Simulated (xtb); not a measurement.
C4H2BrCl, SMILES C(=C\C#C)(/Cl)Br. All values are semi-empirical tight-binding results from xtb (GFN2-xTB unless named), good for trends rather than for accurate numbers. Geometry: GFN2-xTB. The structure was generated by enumeration; whether it is a known compound was not checked.

point group as xtb finds it: Cs
orbital gap: 3.44 eV
zero-point energy: 25.6 kcal/mol
G − E(el) at 298.15 K (modified RRHO): 5.0 kcal/mol
static polarisability (D4 model): 77.1 bohr³
solvation energy, GFN2-xTB/ALPB(water): -2.1 kcal/mol
solvation energy, GFN2-xTB/ALPB(dmso): -7.9 kcal/mol
